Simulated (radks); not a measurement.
Values are calculated unless marked as measured or tabulated.
Orbital eigenvalues (eV) of neutral gadolinium, [Xe] 4f7 5d1 6s2, at several levels of relativity; Dirac values are averaged over j with weights 2j + 1. Spin-unpolarised spherical Kohn-Sham, PBE, point nucleus unless stated (finite: rms radius 5.1569 fm), a radial shooting solver on a logarithmic mesh with Libxc functionals. A level marked "c x" has the speed of light scaled by that factor and shares open shells by 2j + 1; other Dirac levels either fill j = l - 1/2 first or share by 2j + 1.

\begin{tabular}{lrrrrr}
shell & non-rel. & Dirac, 2j+1 shares & Dirac, low j first & Dirac, c x 1.25 & change of magnitude, last against first (%) \\ \hline
3s & -1654.9 & -1831.1 & -1830.6 & -1762.3 & +6.49 \\
3p & -1492.7 & -1555.2 & -1554.7 & -1531.3 & +2.59 \\
3d & -1190.7 & -1177.2 & -1176.6 & -1182.4 & -0.69 \\
4s & -327.13 & -368.85 & -368.47 & -352.44 & +7.74 \\
4p & -263.69 & -277.32 & -276.95 & -272.05 & +3.17 \\
4d & -150.64 & -147.45 & -147.11 & -148.64 & -1.33 \\
5s & -43.676 & -49.657 & -49.509 & -47.253 & +8.19 \\
5p & -26.529 & -27.423 & -27.302 & -27.049 & +1.96 \\
4f & -13.069 & -8.6722 & -8.3936 & -10.239 & -21.66 \\
6s & -3.7822 & -4.1263 & -4.0982 & -3.9844 & +5.35 \\
5d & -3.2998 & -2.5346 & -2.4787 & -2.8057 & -14.97 \\
6p (empty) & -1.4472 & -1.3453 & -1.3315 & -1.3820 & -4.51 \\
\end{tabular}
